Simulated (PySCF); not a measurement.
B(Cl)(H)(iPr) (C₃H₈BCl), SMILES CC(C)BCl.

The structure is a stationary point at PBE-D3(BJ)/def2-SVP. The values are those of a single conformer.

These are PBE-D3(BJ)/def2-SVP (PySCF) values and carry that method's errors.

Frequencies are harmonic and unscaled.

```
mode  ν (cm⁻¹)  IR (km/mol)  moving atoms (share of kinetic energy)
----  --------  -----------  --------------------------------------
1           48          0.0         H 33 %, B 28 %, C 24 %, Cl 15 %
2          179          0.6                 C 41 %, H 27 %, Cl 26 %
3          213          0.2                                  H 95 %
4          234          0.2                                  H 85 %
5          300          1.7                 H 40 %, C 38 %, Cl 14 %
6          358          0.7                          C 54 %, H 45 %
7          421          0.7         C 44 %, H 27 %, Cl 17 %, B 12 %
8          706          8.6                  B 44 %, H 30 %, C 21 %
9          790         20.1                          H 53 %, B 36 %
10         845         36.1          H 34 %, B 29 %, C 28 %, Cl 9 %
11         885          4.9                          H 87 %, C 12 %
12         920         14.1                  H 69 %, C 19 %, B 10 %
13         948          0.1                          H 74 %, C 26 %
14         968         16.9                  H 68 %, C 22 %, B 10 %
15        1062         91.1                  H 51 %, C 27 %, B 21 %
16        1122         37.9                          H 54 %, C 38 %
17        1151          8.6                          H 63 %, C 34 %
18        1225         14.1                          H 61 %, C 37 %
19        1282         41.2                  C 54 %, H 31 %, B 14 %
20        1333          1.8                          H 79 %, C 21 %
21        1353          0.8                          H 80 %, C 20 %
22        1406          0.5                                  H 97 %
23        1418          7.0                                  H 96 %
24        1426         20.2                                  H 96 %
25        1435         10.8                                  H 93 %
26        2560        118.4                           H 91 %, B 9 %
27        2855         24.0                                  H 93 %
28        2963         29.4                                  H 97 %
29        2967         26.2                                  H 97 %
30        3044         16.1                           H 91 %, C 9 %
31        3047         22.6                           H 91 %, C 9 %
32        3061         18.9                           H 91 %, C 9 %
33        3067         14.9                           H 91 %, C 9 %
```
